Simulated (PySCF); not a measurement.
PySCF 2.14 output of a UHF calculation on a single atom or ion in jorge-DZP-DKH, with the spin-free X2C one-electron Hamiltonian (Gaussian nucleus):

```
SCF conv_tol = 1e-09
number electrons alpha = 15  beta = 13
cycle= 1 E= -1518.99689050793  delta_E= -0.00562  |g|= 0.0258  |ddm|= 0.0353
cycle= 2 E= -1518.9969680568  delta_E= -7.75e-05  |g|= 0.00362  |ddm|= 0.00457
cycle= 3 E= -1518.99697023268  delta_E= -2.18e-06  |g|= 0.00132  |ddm|= 0.00206
cycle= 4 E= -1518.99697055118  delta_E= -3.19e-07  |g|= 0.000351  |ddm|= 0.000744
cycle= 5 E= -1518.9969706301  delta_E= -7.89e-08  |g|= 4.3e-05  |ddm|= 0.000499
cycle= 6 E= -1518.99697063158  delta_E= -1.48e-09  |g|= 9.48e-06  |ddm|= 0.000132
cycle= 7 E= -1518.99697063172  delta_E= -1.45e-10  |g|= 2.42e-06  |ddm|= 5.94e-05
converged SCF energy = -1518.99697063172  <S^2> = 2.0041518  2S+1 = 3.0027666
```

The run itself started from symmetry-adapted Hartree-Fock orbitals and held the occupation by maximum overlap, so the iterations belong to that start.

Question: Which element, charge and spin multiplicity is this?

Answer: Ni (nickel, neutral), multiplicity 3; the state was [Ar] 3d8 4s2, high-spin 3F determinant.
